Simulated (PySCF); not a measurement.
CH₇F₂NSi₂, SMILES C[SiH2]N[SiH](F)F.

Geometry optimised at B3LYP-D3(BJ)/def2-SVP. This is a generated structure with no PubChem entry under its InChIKey; it may be hypothetical. Other conformers were not sampled.

Calculation: B3LYP-D3(BJ)/def2-SVP (PySCF).

Frequencies are harmonic and unscaled.

Computed normal modes with their intensities:
```tsv
mode	ν (cm⁻¹)	IR (km/mol)	moving atoms (share of kinetic energy)
1	18	1.3	F 39 %, H 19 %, N 15 %, C 14 %, Si 12 %
2	34	0.2	C 30 %, H 24 %, F 24 %, N 14 %
3	149	2.2	H 70 %, N 12 %, Si 9 %
4	192	3.0	H 50 %, Si 22 %, N 14 %, F 8 %
5	202	0.3	Si 28 %, H 24 %, C 22 %, F 18 %
6	224	5.5	H 38 %, F 38 %, N 13 %, Si 11 %
7	279	31.8	F 59 %, Si 28 %
8	373	15.7	F 54 %, Si 40 %
9	459	88.5	H 56 %, N 35 %
10	493	8.8	H 87 %, Si 11 %
11	638	13.2	H 50 %, Si 20 %, N 15 %, C 13 %
12	695	4.6	H 42 %, C 32 %, Si 21 %
13	760	70.5	H 62 %, C 19 %, Si 15 %
14	791	110.8	H 47 %, N 25 %, Si 21 %
15	830	2.9	H 81 %, F 18 %
16	854	0.6	F 37 %, H 36 %, Si 15 %, N 11 %
17	886	126.5	H 65 %, Si 12 %, C 10 %, F 9 %
18	895	199.7	H 72 %, Si 10 %
19	937	225.3	H 66 %, Si 17 %, N 12 %
20	951	95.1	H 53 %, Si 26 %, F 17 %
21	959	287.6	H 48 %, Si 30 %, F 20 %
22	983	67.9	H 51 %, Si 22 %, N 22 %
23	1206	321.1	H 60 %, N 34 %
24	1274	27.2	H 78 %, C 21 %
25	1432	3.8	H 96 %
26	1434	2.5	H 96 %
27	2212	148.5	H 97 %
28	2235	91.1	H 97 %
29	2339	89.2	H 97 %
30	3027	2.5	H 97 %
31	3117	5.9	H 91 %, C 9 %
32	3125	4.8	H 91 %, C 9 %
33	3554	39.5	H 93 %
```
